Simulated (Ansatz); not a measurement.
Ideal-gas functions of F₃H₃SiSn, SMILES `F[Si](F)(F)[SnH3]` at 400 K and 1 bar, from an Ansatz frequency run at PBE0-D4/def2-TZVP.

Molar mass 206.82 g/mol, point group C3v (symmetry number 3), electronic degeneracy 1, moments of inertia 130.473, 513.04, 513.048 u Å². Harmonic wavenumbers (cm⁻¹, unscaled): 56, 126, 126, 197, 298, 298, 411, 411, 458, 664, 725, 725, 850, 958, 958, 1963, 1969, 1969.

Use S(trans) = R[1.5 ln M + 2.5 ln T − 1.1517]; rotational temperatures θ = 24.2544 K / I; S(rot) = R[ln(√π/σ · √(T³/θAθBθC)) + 1.5]; for each mode x = 1.438777 ν̃/T, S = R[x/(eˣ − 1) − ln(1 − e⁻ˣ)] and H = RT x/(eˣ − 1); 1 cm⁻¹ = 0.0119627 kJ/mol; R = 8.31446 J/(mol·K).

**Question.** By hand: the entropy, in J/(mol·K).

**Answer.** Translation 181.5. Rotation: θ = 0.1859, 0.0473, 0.0473 K, giving 115.2. Vibration, mode by mode: 21.65, 14.97, 14.97, 11.35, 8.12, 8.12, 5.78, 5.78, 5.04, 2.81, 2.36, 2.36, 1.65, 1.21, 1.21, 0.06, 0.06, 0.06, in all 107.6. Electronic 0.0. Sum 404.3 J/(mol·K).

**Question.** By hand: H − E and G − E in kJ/mol, counted from the electronic energy.

**Answer.** Zero-point energy ½ × 13162 × 0.0119627 = 78.7; thermal vibration 22.0; translation, rotation and pV give 4 RT = 13.3. H − E = 114.0 kJ/mol, and G − E = 114.0 − 400 × 404.3/1000 = -47.7 kJ/mol.

Vibration gives 27 % of the entropy, 51.6 J/(mol·K) of it from the modes under 150 cm⁻¹: soft modes count most, and the harmonic formula is weakest for them.
